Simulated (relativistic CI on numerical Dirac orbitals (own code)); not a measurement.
## Calculated levels, Sb¹⁴⁺

Method of calculation: Dirac-Coulomb-Breit CI, KLI orbitals optimised for each configuration, model QED (radiative potential, 1s self-energy scaled to tabulated hydrogen-like ionisation energies), unscaled Slater integrals (own radial code, finite nucleus).

Configurations in the expansion (outside the closed core [Ar] 3d10): 4s²4p⁶4d, 4s²4p⁵4d², 4s²4p⁶4f, 4s4p⁶4d², 4s²4p⁶5s, 4s²4p⁵4d4f, 4s²4p⁶5p, 4s4p⁶4d4f, 4s²4p⁶5d, 4s²4p⁵4d5s, 4s²4p⁶5f, 4s²4p⁶6s, 4p⁶4d³, 4p⁵4d⁴, 4p⁵4d³4f. Double excitations out of closed p, d and f shells are left out; levels of such configurations are missing from the list, as are those of other unlisted configurations, and high levels can miss mixing partners. These lack a partner that the ground configuration has and come out too high: 4s²4p⁵4d5s.

The lowest level is 4s²4p⁶4d ²D3/2, with 99 % of that term; Hund's rules for 4s²4p⁶4d give ²D with J = 3/2, in agreement.

```tsv
No.	Configuration	Term	J	E (cm⁻¹)	%	Next component (%)	Lifetime (s)	jj configuration (%)
1	4s²4p⁶4d	²D	3/2	0	99	1 4s²4p⁵4d4f ²D		4d3/2 (99)
2	4s²4p⁶4d	²D	5/2	15105	99	1 4s²4p⁵4d4f ²D	2.69e-02	4d5/2 (99)
3	4s²4p⁵4d²	⁴D°	1/2	552826	97	3 ²P°	1.64e-07	4p3/2^3 4d3/2^2 (70)
4	4s²4p⁵4d²	⁴D°	3/2	556219	84	9 ⁴F°	5.87e-08	4p3/2^3 4d3/2^2 (64)
5	4s²4p⁵4d²	⁴D°	5/2	563479	75	17 ⁴F°	6.47e-08	4p3/2^3 4d3/2 4d5/2 (73)
6	4s²4p⁵4d²	⁴D°	7/2	573568	64	24 ⁴F°	5.72e-07	4p3/2^3 4d3/2 4d5/2 (70)
7	4s²4p⁵4d²	²F°	5/2	579798	27	19 ⁴P°	5.06e-09	4p3/2^3 4d3/2^2 (65)
8	4s²4p⁵4d²	⁴G°	9/2	582182	78	15 ⁴F°	6.49e-02	4p3/2^3 4d3/2 4d5/2 (94)
9	4s²4p⁵4d²	⁴G°	7/2	582422	46	20 ²F°	2.17e-08	4p3/2^3 4d3/2^2 (73)
10	4s²4p⁵4d²	⁴G°	11/2	585321	96	3 ²H°	1.13e+00	4p3/2^3 4d5/2^2 (63)
11	4s²4p⁵4d²	⁴P°	5/2	590246	61	21 ²F°	5.58e-08	4p3/2^3 4d3/2 4d5/2 (80)
12	4s²4p⁵4d²	⁴P°	3/2	594125	39	22 ²P°	3.97e-09	4p3/2^3 4d3/2 4d5/2 (62)
13	4s²4p⁵4d²	⁴P°	3/2	596491	31	29 ⁴F°	4.64e-10	4p3/2^3 4d3/2^2 (55)
14	4s²4p⁵4d²	⁴P°	1/2	606890	64	19 ²P°	1.87e-08	4p3/2^3 4d3/2 4d5/2 (84)
15	4s²4p⁵4d²	²G°	7/2	607004	48	24 ²F°	5.09e-09	4p3/2^3 4d3/2 4d5/2 (83)
16	4s²4p⁵4d²	²D°	5/2	610040	62	20 ²F°	1.15e-09	4p3/2^3 4d5/2^2 (75)
17	4s²4p⁵4d²	²F°	7/2	611882	70	12 4s²4p⁶4f ²F°	2.52e-10	4p3/2^3 4d5/2^2 (53)
18	4s²4p⁵4d²	⁴F°	9/2	613890	67	28 ²G°	1.82e-03	4p3/2^3 4d5/2^2 (71)
19	4s²4p⁵4d²	²F°	5/2	615677	35	19 ⁴F°	1.45e-10	4p3/2^3 4d3/2 4d5/2 (44)
20	4s²4p⁵4d²	²H°	11/2	618741	96	3 ⁴G°	1.31e-02	4p3/2^3 4d3/2 4d5/2 (63)
21	4s²4p⁵4d²	⁴D°	7/2	622315	45	30 ²F°	2.46e-08	4p3/2^3 4d3/2 4d5/2 (78)
22	4s²4p⁵4d²	⁴F°	3/2	623609	34	31 ²P°	3.62e-10	4p3/2^3 4d3/2 4d5/2 (69)
23	4s²4p⁵4d²	²P°	1/2	630739	76	16 ⁴P°	6.78e-10	4p3/2^3 4d5/2^2 (86)
24	4s²4p⁵4d²	⁴D°	5/2	634724	30	23 ⁴G°	2.25e-10	4p3/2^3 4d3/2 4d5/2 (65)
25	4s²4p⁵4d²	²H°	9/2	643457	50	49 ²G°	3.51e-03	4p3/2^3 4d3/2 4d5/2 (71)
26	4s²4p⁵4d²	²D°	3/2	651079	43	35 ⁴D°	8.94e-11	4p3/2^3 4d3/2 4d5/2 (44)
27	4s²4p⁵4d²	²F°	5/2	656923	26	26 ⁴G°	2.13e-10	4p1/2 4p3/2^4 4d3/2^2 (52)
28	4s²4p⁵4d²	⁴D°	7/2	662340	35	31 ²F°	3.15e-10	4p3/2^3 4d5/2^2 (67)
29	4s²4p⁵4d²	²F°	5/2	669651	25	23 ⁴D°	1.59e-10	4p1/2 4p3/2^4 4d3/2 4d5/2 (40)
30	4s²4p⁵4d²	²D°	3/2	671241	39	37 ²P°	7.54e-10	4p3/2^3 4d5/2^2 (58)
```

Energies count from the lowest computed level; ° marks odd parity; lifetimes are radiative, by E1, M1, E2, M2, E3 decay to levels of this space only. Filled j subshells are mostly left out of the jj labels.

The mean weight of the leading LS term, summed over parents, in these 30 levels is 58 %, and that of the leading jj configuration (from the same eigenvectors) 69 %, so jj coupling describes them better and the LS labels are nominal.

At this charge energies of transitions that change n are usually good to better than 1 %, and those within a shell (Δn = 0) to a few per cent. Levels and lines within the n = 5 or 6 shells can be off by up to 10 % or somewhat more, and those that change n by about 2 %, since core polarisation is missing.

LS names give the leading component of a level, which can be under half, so a name can repeat, a term be missing and a line seem to break the LS rules.
